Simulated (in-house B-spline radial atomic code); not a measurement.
# F⁴⁺: [He] 2s2 2p1

Level of theory: non-relativistic r2SCAN0, spin-polarised, spherical fractional occupations, exact exchange averaged over the configuration, point nucleus; calculated with a B-spline radial code for spherical atoms.

Effective charges: Z_r = [3n² - l(l+1)]/(2<r>) from the radius, Z_e = n√(-2ε) from the energy, and Slater's rules. Values are occupation-weighted means over spin.

| shell | electrons | ε (eV) | <r> (bohr) | Z_r | Z_e | Slater |
| --- | --- | --- | --- | --- | --- | --- |
| 1s | 2 | -795.12 | 0.1754 | 8.55 | 7.64 | 8.70 |
| 2s | 2 | -120.06 | 0.8412 | 7.13 | 5.94 | 6.60 |
| 2p | 1 | -104.62 | 0.7691 | 6.50 | 5.55 | 6.60 |

The least bound orbital is 2p up at -104.6 eV, while the most diffuse is 2s down (<r> = 0.8473 bohr against 0.7691 bohr): energy order and size order differ.
